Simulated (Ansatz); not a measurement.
`B[SiH2]C(F)Cl` + `C/C(S)=C/O` → `B/C=C(\C)S` + `O[SiH2]C(F)Cl`  (formal exchange of groups at a B–Si bond)

Isolated molecules relaxed with PBE0-D4/def2-TZVP in Ansatz; ΔE leaves out vibrations. CCSD(T)/CBS adds triple-zeta CCSD(T) − MP2 to the extrapolated MP2 energy (def2 sets, frozen cores). Double bonds are as drawn, so ΔE can hold a change between cis and trans. DFT in def2-TZVPP. B3LYP here is the variant with VWN-RPA as its local correlation; programs differ in this. One conformer a species, not always the lowest.

| level | ΔE (eV) | difference from CCSD(T)/CBS |
| --- | --- | --- |
| PBE-D4 | -2.17 | 0.15 |
| r2SCAN-D4 | -2.34 | -0.02 |
| PBE0-D4 | -2.21 | 0.11 |
| B3LYP-D4 | -2.32 | 0.00 |
| ωB97X-V | -2.20 | 0.12 |
| ωB97M-V | -2.32 | 0.00 |
| B2PLYP | -2.37 | -0.05 |
| PBE | -2.16 | 0.16 |
| r2SCAN | -2.33 | -0.01 |
| PBE0 | -2.19 | 0.13 |
| B3LYP | -2.30 | 0.02 |
| HF/def2-TZVPP | -2.35 | -0.03 |
| MP2/def2-TZVPP | -2.45 | -0.13 |
| SCS-MP2/def2-TZVPP | -2.39 | -0.07 |
| CCSD/def2-TZVPP | -2.28 | 0.04 |
| CCSD(T)/def2-TZVPP | -2.29 | 0.03 |
| HF/def2-QZVPP | -2.36 | -0.04 |
| MP2/def2-QZVPP | -2.47 | -0.15 |
| SCS-MP2/def2-QZVPP | -2.40 | -0.08 |
| HF/CBS(def2) | -2.36 | -0.04 |
| MP2/CBS(def2) | -2.48 | -0.16 |
| CCSD/CBS(def2) | -2.31 | 0.01 |
| CCSD(T)/CBS | -2.32 | 0 |

Largest T1 diagnostic among the species: 0.013.

From PBE to PBE0 (25 % exact exchange), in def2-TZVPP and without D4, ΔE moves by −0.03 eV.
